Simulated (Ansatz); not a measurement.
The same path of AlClH2O2 (6 atoms, charge 0, multiplicity 1) was run twice with different band settings.

These are results of Ansatz, RKS BHLYP/6-31G*, not measurements.

Relaxed end points:

```xyz
6
Properties=species:S:1:pos:R:3
O -0.168 1.388 -0.849
Al -0.036 -0.072 -0.029
O 1.050 -0.195 1.248
Cl -1.211 -1.719 -0.593
H -0.764 1.524 -1.581
H 1.171 -0.991 1.758
```

```xyz
6
Properties=species:S:1:pos:R:3
O -0.073 1.261 -0.683
Al -0.133 -0.296 -0.039
O 0.845 -0.730 1.258
Cl -1.425 -1.733 -0.830
H -0.615 1.541 -1.416
H 1.443 -0.107 1.663
```

Common settings: movable images 5; climbing image yes; spring 5.0 eV/Å²; optimiser quadratic models (default); start path through a guess of the saddle point; iteration limit 60; end points relaxed.

| run | force threshold |
| --- | --- |
| 1 | 0.05 eV/Å |
| 2 | 0.5 eV/Å |

(1) What does each run give, and how far can it be trusted?

Answers

(1) Run 1: converged after 33 iterations, highest image 0.100 eV above the first end. A vibrational analysis at the climbing image gives one clearly imaginary mode, 338i cm⁻¹: a first-order saddle point.
Run 2: converged after 8 iterations, highest image 0.191 eV above the first end. The threshold of 0.5 eV/Å is loose, so the images may lie well off the minimum-energy path. The order of the stationary point at the top wasn't checked. Another band between the same ends, with other settings, climbed to 0.10 eV only, so this may not be the lowest route.
